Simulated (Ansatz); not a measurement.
C2H3BrF2 (`FC(F)CBr`). The species carries charge 0 and has multiplicity 1.

```tsv
atom	x (Å)	y (Å)	z (Å)
F1	-0.394	0.298	1.665
C2	0.228	0.545	0.492
F3	1.566	0.532	0.732
C4	-0.074	-0.537	-0.512
Br5	-1.924	-0.475	-1.052
H6	-0.054	1.546	0.153
H7	0.533	-0.393	-1.403
H8	0.119	-1.515	-0.074
```

Question: List the harmonic frequencies (cm⁻¹, unscaled) at PBE0-D4/def2-TZVP in Ansatz. (Best estimate.)

Answer: The calculation gave: 98, 179, 333, 456, 562, 734, 857, 1027, 1102, 1156, 1218, 1252, 1376, 1417, 1459, 3096, 3122, 3194.

Question: Is this a minimum?

Answer: Yes, all 18 modes are real.

Question: Give the ideal-gas thermochemistry at 298.15 K and 1 bar (rigid rotor, harmonic oscillator; point group C1, symmetry number 1).

Answer: Zero-point energy 135.4 kJ/mol; H(298) − E = 151.7 kJ/mol; entropy 323.9 J/(mol·K), of which translation 170.9, rotation 114.8, vibration 38.2; G(298) − E = 55.2 kJ/mol. Modes under 100 cm⁻¹ are hindered rotations or soft bends, so the harmonic entropy is rough.

Question: Rotational constants (cm⁻¹)?

Answer: 0.3001, 0.04616, 0.04159.
